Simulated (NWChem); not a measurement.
Molecule: BaHSF; SMILES [Ba]([F])[SH]

```xyz
4

Ba     0.3253     0.4295     0.0000
F     -1.3676     1.8682     0.0000
S     -0.4236    -2.3797     0.0000
H      0.8690    -2.7882     0.0000
```
Atoms are numbered in this order, from 1.

Computed with NWChem. Medium grid unless said otherwise, to which SCAN and Minnesota functionals are sensitive. The geometry was optimised at PBE0/def2-SVP. def2 effective core potentials on Ba; no spin-orbit coupling.

Among these, which level gives the highest value of “orbital gap (eV)”?
A. PBE/def2-SVP
B. M06/def2-SVP
C. OLYP/def2-SVP
D. MN15/def2-SVP

D, MN15/def2-SVP. Values: OLYP/def2-SVP 2.09; PBE/def2-SVP 2.43; M06/def2-SVP 2.95; MN15/def2-SVP 5.42
